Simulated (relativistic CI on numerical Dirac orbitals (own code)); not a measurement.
Computed by Dirac-Coulomb-Breit CI, KLI orbitals optimised for each configuration, QED by a radiative potential, unscaled Slater integrals (own radial code, finite nucleus).

Configurations in the expansion (outside the closed core [Ne]): 3s2 3p6 3d7, 3s2 3p6 3d6 4s, 3s2 3p5 3d8, 3s2 3p6 3d6 4p, 3s2 3p4 3d9, 3s2 3p6 3d6 4d, 3s 3p6 3d8, 3s2 3p6 3d6 5s, 3s2 3p6 3d6 5p, 3s2 3p6 3d6 4f, 3s2 3p6 3d6 5d, 3s2 3p6 3d5 4s2, 3s2 3p6 3d6 6s, 3s2 3p6 3d6 5f, 3s2 3p6 3d6 6p, 3s2 3p6 3d6 5g, 3s2 3p6 3d6 6d, 3s2 3p6 3d5 4s 4p, 3p6 3d9, 3s2 3p6 3d5 4p2, 3s2 3p5 3d7 4s, 3s2 3p6 3d5 4s 4d, 3s2 3p5 3d7 4p, 3s2 3p6 3d5 4p 4d. Levels of other configurations are missing.

At this charge configurations can still be misplaced by up to about 7 % of their energy. Terms inside the open d or f shell come out 10 to 20 % too wide with unscaled integrals. 3 of the 3 excited levels that our extract of the measured tables holds in this range could be paired (the sources list more); they are missed by 121 cm⁻¹ on average and 146 at most, and levels without a partner can miss by more. Some levels of the ground configuration have no partner and can miss by 10 % or more.

Outline of the computed level scheme of Ga VII. Lowest level of each configuration: 3s2 3p6 3d7 4F_9/2 at 0.0000 eV; 3s2 3p6 3d6 4s 6D_9/2 at 46.0318 eV.
